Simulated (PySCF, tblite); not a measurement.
Isomers of C7H10OS, one GFN2-xTB conformer each. Single-point energies are computed at PBE0/pcSseg-1 (PySCF, gas phase, no added dispersion term), electronic only.

Question: Rank them by PBE0/pcSseg-1 energy, lowest first (kJ/mol).
A. `[CH3:1][CH:2]([CH3:3])[O:4][c:5]1[cH:6][cH:7][s:8][cH:9]1` with C1–C2–O4–C5 72°, C2–O4–C5–C6 12°
B. `[CH3:1][CH2:2][O:3][CH2:4][c:5]1[cH:6][cH:7][cH:8][s:9]1` with C1–C2–O3–C4 180°, C2–O3–C4–C5 180°, O3–C4–C5–C6 0°

Answer: A (0.0), B (14.0).

GFN2-xTB itself gives, in the same order: 0.0, 34.2. Both levels put the same isomer lowest.

Which frontier levels, dipoles and rotational constants go with these structures?

```
       SMILES  HOMO (eV, PBE0/pcSseg-1)  LUMO (eV)  dipole (D)       A, B, C (MHz)
CC(C)Oc1ccsc1                     -6.14      -0.28        1.97  3928, 726.2, 666.4
  CCOCc1cccs1                     -6.57      -0.29        1.21  4106, 640.3, 559.8
```

What happens when harmonic zero-point energies from GFN2-xTB frequencies are added?

```csv
SMILES,ZPE (kJ/mol),electronic (kJ/mol),with ZPE (kJ/mol)
CC(C)Oc1ccsc1,399.1,0.0,0.0
CCOCc1cccs1,397.6,14.0,12.6
```

The zero-point energies span 1.5 kJ/mol. The order is unchanged.

As an exercise, what shares would exp(−E/RT) give at 1000 K from these electronic energies alone (no entropy, no degeneracies)?

RT = 8.314 kJ/mol: CC(C)Oc1ccsc1 84.4 %, CCOCc1cccs1 15.6 %.
